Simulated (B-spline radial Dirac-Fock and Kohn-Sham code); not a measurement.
# Core-level shifts of tungsten with charge state

The computed values come from an atomic code on a B-spline grid: multi-electron Dirac-Fock with separately optimised hole states, Breit and Lamb-shift corrections added in first order. Each ion is free and in its tabulated ground configuration. Electron correlation is not included.

Reference: W⁶⁴⁺, [He] 2s2 2p6, with K (1s) 75282.5 eV. Shifts from it, in eV (a dash: the subshell is empty, belongs to an open shell averaged over j, or its hole state is left out as unreliable):

```
 ion  configuration   K (1s)
W⁶⁵⁺   [He] 2s2 2p5   +482.3
W⁶⁶⁺   [He] 2s2 2p4   +969.8
W⁶⁷⁺   [He] 2s2 2p3  +1462.4
W⁶⁸⁺   [He] 2s2 2p2  +1960.4
W⁶⁹⁺   [He] 2s2 2p1  +2463.5
W⁷⁰⁺       [He] 2s2  +2971.9
W⁷²⁺            1s2  +3894.8
W⁷³⁺            1s1  +5473.1
```
